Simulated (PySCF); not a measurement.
## Ionisation energy of Lu by level of theory

Lu [Xe] 4f14 5d1 6s2 [5d3/2^1, M_J = 3/2] → Lu⁺ [Xe] 4f14 6s2, as a difference of total energies. Computed with PySCF 2.14 in x2c-TZVPall-2c, with the two-component X2C-1e Hamiltonian. Correlated levels: [Ar] 3d10 frozen; the 18 highest virtual spinors dropped. "Screened" scales the spin-orbit matrix elements by Boettger's factors to mimic the two-electron term; Breit and QED terms are absent.

```json
{"method": "GHF (spin-free)", "ionisation energy (eV)": "4.406"}
{"method": "GMP2 (spin-free)", "ionisation energy (eV)": "4.893"}
{"method": "GHF (screened spin-orbit)", "ionisation energy (eV)": "4.520"}
{"method": "GMP2 (screened spin-orbit)", "ionisation energy (eV)": "5.078"}
```

Problem. How much does correlation contribute at GMP2 (screened spin-orbit)?

Solution. 5.078 − (4.520) = 0.558 eV, measured against GHF (screened spin-orbit).

The spin-free rows lack the spin-orbit shift.

Errors of the correlated levels include the incompleteness of this basis and the frozen core.

MP2 underrates the near-degeneracy of ns² with np² in the lower species.

For comparison: 5.426 eV (measured; NIST Atomic Spectra Database, ionization energies).
